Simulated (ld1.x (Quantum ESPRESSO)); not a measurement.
**praseodymium (Pr): one change to a TM semilocal potential, before and after**

praseodymium (Pr), norm-conserving Troullier–Martins (semilocal form), made with ld1.x (Quantum ESPRESSO) 7.5 (PBE, scalar-relativistic). Core [Kr] 4d10, reference 4f3 5s2 5p6 5d0 6s2 6p0. Waves: 5s (bound): rc 1.50 bohr; 5d (bound, empty): rc 2.75 bohr; 4f (bound): rc 1.25 bohr; 5p (bound): rc 2.90 bohr. Local part: the p channel. Core correction: none.

Occupied shells without a wave of their own: 6s. They enter only through the test configuration that unscreens the potential.

Change: all radii scaled by about 1.08 (s 1.62, p 3.14, d 2.98, f 1.36 bohr).

Cutoffs: the cutoffs (Ry, on a coarse ladder) from which the occupation-weighted sum of valence levels, in a spherical-Bessel basis at the reference potential, stays within 10 and 1 mRy of its value at 400 Ry; they do not see the model core or the augmentation charge, which bear on the density cutoff. Errors are all-electron minus pseudo energies relative to the spin-unpolarised reference configuration.

Q: Predict the effect on cutoff, ghosts and configuration errors.

A: The potential gets neither clearly harder nor softer (200 Ry and 230 Ry → 180 Ry and 230 Ry); of the 6 tests that both files solve, the error grows in 5 and shrinks in 1 by more than 15 % and 0.3 meV (median size 65.6 → 82.9 meV); neither file shows a bound ghost at the reference potential, the only one tested. A semilocal file is local in each channel, so a ghost entry of none says nothing of the separable form that plane-wave codes build from it.

| quantity | base | changed |
| --- | --- | --- |
| cutoff, loose | 200 Ry | 180 Ry |
| cutoff, tight | 230 Ry | 230 Ry |
| loose cutoff by channel (10 mRy a level) | s 45 Ry, f 180 Ry, p 10 Ry | s 45 Ry, f 160 Ry, p 10 Ry |
| bound ghosts | none | none |
| tests counted (converged, no solver errors) | 6 of 7 | 6 of 7 |
| error for 4f3 5s2 5p6 5d0 6s1 6p0, meV [ΔE 5.72 eV] | -46 | -59 |
| error for 4f3 5s2 5p6 5d0 6s0 6p0, meV [ΔE 16.35 eV] | -124 | -158 |
| error for 4f2 5s2 5p6 5d0 6s0 6p0, meV [ΔE 37.92 eV] | +26 | -1.7 |
| error for 4f2 5s2 5p6 5d1 6s2 6p0, meV [ΔE 1.14 eV] | +92 | +125 |
| error for 4f3 5s2 5p6 5d0 6s1.5 6p0, meV [ΔE 2.28 eV] | -20 | -25 |
| error for 4f3 5s2 5p6 5d1 6s0 6p0, meV [ΔE 6.65 eV] | -85 | -107 |

Base: Tests not counted: 4f4 5s2 5p6 5d0 6s0 6p0 (pseudo-atom not self-consistent, printed error -776 eV). These tests converged, but a pseudo level misses the all-electron one widely, so the file describes the atom poorly there or has found another state: 4f3 5s2 5p6 5d0 6s0 6p0: empty 6p by 6.7 eV; 4f2 5s2 5p6 5d0 6s0 6p0: empty 6p by 7.7 eV. Changed file: Tests not counted: 4f4 5s2 5p6 5d0 6s0 6p0 (pseudo-atom not self-consistent, printed error -721 eV). These tests converged, but a pseudo level misses the all-electron one widely, so the file describes the atom poorly there or has found another state: 4f3 5s2 5p6 5d0 6s0 6p0: empty 6p by 6.7 eV; 4f2 5s2 5p6 5d0 6s0 6p0: empty 6p by 7.7 eV.
